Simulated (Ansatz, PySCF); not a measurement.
Energy difference R1 + 3 R2 → 2 P1, each structure at its B3LYP-D3(BJ)/def2-TZVP stationary point, reached from a drawn start (curvature not checked).
R1: N2 (SMILES N#N), charge 0, multiplicity 1.
R2: H2 (SMILES [H][H]), charge 0, multiplicity 1.
P1, NH3 (SMILES N) (charge 0, multiplicity 1):
```
atom    x (Å)    y (Å)    z (Å)
----  -------  -------  -------
N      0.0000   0.0000   0.2791
H      0.0000   0.9428  -0.0931
H      0.8165  -0.4714  -0.0931
H     -0.8165  -0.4714  -0.0931
```

P less R. No zero-point or thermal terms.

Cores are frozen in the correlated methods.

The values were computed with Ansatz (a quantum-chemistry and plane-wave program); PySCF for the D3/D4 terms. No computed number here is a measurement.

| level | reaction energy (kJ/mol) |
|---|---|
| HF/cc-pVDZ | -130.8 |
| revPBE/def2-TZVPP | -151.4 |
| revPBE-D4/def2-TZVPP | -154.9 |
| BHLYP-D3(BJ)/def2-TZVPP | -193.0 |
| B2PLYP-D3(BJ)/def2-TZVPP | -159.7 |
| MP2/cc-pVDZ | -102.4 |
| CCSD/cc-pVTZ | (withheld) |
| CCSD/cc-pVQZ | (withheld) |
| CCSD(T)/cc-pVQZ | (withheld) |

### Question
Complete the blanks.

### Answer

- CCSD/cc-pVTZ, reaction energy (kJ/mol): -153.7
- CCSD/cc-pVQZ, reaction energy (kJ/mol): -165.1
- CCSD(T)/cc-pVQZ, reaction energy (kJ/mol): -158.6
